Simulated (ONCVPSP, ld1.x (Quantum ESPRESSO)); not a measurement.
**Potentials for titanium compared**

Generated with ld1.x 7.5 (TM, RRKJ, ultrasoft, PAW), atompaw 4.2 or ONCVPSP 4.0.1. The cutoff is in Ry: for ld1.x and atompaw files where the sum of valence levels is converged to 10 mRy in a Bessel basis, for ONCV files where the hardest occupied wave has 1 mHa per electron of residual kinetic energy. The error is the largest all-electron minus pseudo excitation energy over each file’s own four to seven test configurations (ionisations up to +4, promotions, holes and added fractions of an electron), all of which were solved. The labels leave out finer settings (local radius, basis sizes, second energies), which also bear on the numbers. Spin-polarised tests are not counted. The rows are a selection from randomly drawn settings: files with unsolved tests, undetermined cutoffs or missed reference levels are left out.

A true bound ghost makes a file unfit for plane-wave use even where its test errors are small: the radial tests pick states by their node count and pass the ghost by.

| potential | cutoff (Ry) | largest error (meV) | bound ghosts |
| --- | --- | --- | --- |
| ONCV, LDA (Perdew-Zunger), scalar-relativistic, rc 3.05/2.65/2.30 (spd), local smoothed, core correction yes, reference 3d2 4s2, qcut 2.6/3.6/5.8, projectors 2/1/2 | 30 | +438 | none |
| ONCV, PBEsol, scalar-relativistic, rc 0.95/1.00/1.20 (spd), local smoothed, core correction yes, reference 3s2 3p6 3d2, qcut 8.7/8.1/7.6, projectors 3/1/2 | 300 | +26 | s |
| ONCV, PBEsol, scalar-relativistic, rc 2.85/2.65/1.75 (spd), local smoothed, core correction yes, reference 3d2 4s2, qcut 2.4/3.1/8.8, projectors 2/3/2 | 62 | -370 | none |

Fill in the row for Ti: ONCV, PW91, fully relativistic, rc 1.85/1.35/1.55/1.50 (spdf), local smoothed, core correction no, reference 3s2 3p6 3d2 4s1.5, qcut 5.2/9.6/12.1/6.6, projectors 2/2/2/2.

cutoff 86 Ry, largest error +0.4 meV, bound ghosts: none.

Fill in the row for Ti: TM semilocal, PBE, scalar-relativistic, rc 2.30/3.05/2.20 (spd), local s, core correction no, reference 3d2 4s1.5 4p0.

cutoff 45 Ry, largest error +201 meV, bound ghosts: none.

Fill in the row for Ti: ONCV, LDA (Perdew-Wang 92), scalar-relativistic, rc 2.00/1.25/1.90 (spd), local smoothed, core correction yes, reference 3s2 3p6 3d2 4s2, qcut 7.8/9.9/10, projectors 2/1/1.

cutoff 62 Ry, largest error +36 meV, bound ghosts: none.
